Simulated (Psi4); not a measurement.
Level of theory: SAPT0/jun-cc-pVDZ, frozen core (Psi4).

Psi4 input:

```
molecule {
0 1
N 0.54545353 -0.00000000 0.00000000
N -0.54545353 0.00000000 -0.00000000
--
0 1
F 3.28116664 0.89756104 -0.84818608
Si 3.10376785 -0.39743915 -1.71327790
F 1.83536410 -0.24949643 -2.62233103
F 4.37078248 -0.60215976 -2.61292235
F 2.92908545 -1.63604650 -0.76897166
units angstrom
symmetry c1
no_reorient
no_com
}
set basis jun-cc-pvdz
set scf_type df
set freeze_core true
energy('sapt0')
```

Part of the output:

```
    SAPT Results
  --------------------------------------------------------------------------------------------------------
    Electrostatics                 -3.11217222 [mEh]      -1.95291755 [kcal/mol]      -8.17100703 [kJ/mol]
      Elst10,r                     -3.11217222 [mEh]      -1.95291755 [kcal/mol]      -8.17100703 [kJ/mol]

    Exchange                        6.25036535 [mEh]       3.92216347 [kcal/mol]      16.41033197 [kJ/mol]
      Exch10                        6.25036535 [mEh]       3.92216347 [kcal/mol]      16.41033197 [kJ/mol]
      Exch10(S^2)                   6.22571535 [mEh]       3.90669536 [kcal/mol]      16.34561340 [kJ/mol]

    Induction                      -0.77415106 [mEh]      -0.48578713 [kcal/mol]      -2.03253334 [kJ/mol]
      Ind20,r                      -2.70670990 [mEh]      -1.69848611 [kcal/mol]      -7.10646587 [kJ/mol]
      Exch-Ind20,r                  2.07215450 [mEh]       1.30029658 [kcal/mol]       5.44044088 [kJ/mol]
      delta HF,r (2)               -0.13959566 [mEh]      -0.08759760 [kcal/mol]      -0.36650834 [kJ/mol]

    Dispersion                     -2.22310971 [mEh]      -1.39502240 [kcal/mol]      -5.83677373 [kJ/mol]
      Disp20                       -2.52054423 [mEh]      -1.58166539 [kcal/mol]      -6.61768797 [kJ/mol]
      Exch-Disp20                   0.29743453 [mEh]       0.18664298 [kcal/mol]       0.78091424 [kJ/mol]
      Disp20 (SS)                  -1.26027212 [mEh]      -0.79083269 [kcal/mol]      -3.30884399 [kJ/mol]
      Disp20 (OS)                  -1.26027212 [mEh]      -0.79083269 [kcal/mol]      -3.30884399 [kJ/mol]
      Exch-Disp20 (SS)              0.16633243 [mEh]       0.10437517 [kcal/mol]       0.43670572 [kJ/mol]
      Exch-Disp20 (OS)              0.13110210 [mEh]       0.08226781 [kcal/mol]       0.34420852 [kJ/mol]

  Total HF                          2.36404207 [mEh]       1.48345880 [kcal/mol]       6.20679160 [kJ/mol]
  Total SAPT0                       0.14093236 [mEh]       0.08843639 [kcal/mol]       0.37001787 [kJ/mol]
```
